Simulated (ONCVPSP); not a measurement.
# Reading a pseudo-wave (Rh)

Columns: radius, all-electron u(r) and pseudo u(r) of the 4p shell (level -50.42 eV) of rhodium in the configuration [Ar] 3d10 4s2 4p6 4d8 5s1; PBE, scalar-relativistic, ONCV scheme, ONCVPSP 4.0.1.

| r (bohr) | all-electron | pseudo |
| --- | --- | --- |
| 0.090 | 0.3472 | 0.0156 |
| 0.180 | -0.2331 | 0.0643 |
| 0.270 | -0.5787 | 0.1495 |
| 0.360 | -0.4609 | 0.2726 |
| 0.450 | -0.1009 | 0.4279 |
| 0.540 | 0.3012 | 0.6012 |
| 0.630 | 0.6411 | 0.7721 |
| 0.720 | 0.8835 | 0.9185 |
| 0.810 | 1.0280 | 1.0229 |
| 0.900 | 1.0905 | 1.0769 |
| 0.990 | 1.0910 | 1.0813 |
| 1.080 | 1.0490 | 1.0447 |
| 1.170 | 0.9805 | 0.9793 |
| 1.260 | 0.8976 | 0.8974 |
| 1.350 | 0.8091 | 0.8090 |
| 1.440 | 0.7206 | 0.7205 |
| 1.530 | 0.6359 | 0.6358 |
| 1.620 | 0.5570 | 0.5569 |
| 1.710 | 0.4851 | 0.4850 |
| 1.800 | 0.4204 | 0.4204 |
| 1.890 | 0.3630 | 0.3630 |
| 1.980 | 0.3124 | 0.3124 |
| 2.070 | 0.2682 | 0.2682 |
| 2.160 | 0.2297 | 0.2297 |
| 2.250 | 0.1964 | 0.1964 |
| 2.340 | 0.1676 | 0.1676 |

Q: How many radial nodes do the two functions have?

A: The all-electron 4p function has n − l − 1 = 2; the pseudo-wave has 0, since the states of the same l below it are removed with the core.

Q: At about which radius was the pseudo-wave matched?

A: 1.35 bohr, where the columns begin to agree (steps of 0.09 bohr).

Q: Is the pseudo-wave norm-conserving?

A: Yes: the ONCV scheme keeps the norm inside the radius equal to the all-electron one, which fixes the energy derivative of the logarithmic derivative at the level.
